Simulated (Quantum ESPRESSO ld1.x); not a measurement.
Values are calculated unless marked as measured or tabulated.
Question: The mean radii <r> (bohr) of the occupied orbitals of an atom or ion are listed with their occupations. Code: ld1.x of Quantum ESPRESSO 7.5. Model: Dirac Kohn-Sham, LDA (Slater exchange, Perdew-Zunger correlation), spin-unpolarised, spherical densities, point nucleus.

| orbital | occ. | <r> |
|---|---|---|
| 1s1/2 | 2 | 0.05038 |
| 2s1/2 | 2 | 0.2264 |
| 2p1/2 | 2 | 0.1961 |
| 2p3/2 | 4 | 0.1995 |
| 3s1/2 | 2 | 0.6788 |
| 3p1/2 | 2 | 0.7006 |
| 3p3/2 | 4 | 0.7111 |
| 3d3/2 | 3.6 | 0.8297 |
| 3d5/2 | 5.4 | 0.8351 |
| 4s1/2 | 1 | 2.118 |

Name the element and its charge. Open shells, if any, are shared by 2j + 1.

Answer: Z = 30, zinc, charge +2: Zn2+ in [Ar] 3d9 4s1. The 1s radius gives Z: for a bare nucleus <r> = (2 gamma + 1)/(2Z) with gamma = sqrt(1 - (Z/c)^2), 0.04919 bohr for Z = 30, and screening makes it slightly larger (0.05038 here). The occupations add up to 28, and the charge is Z minus that.
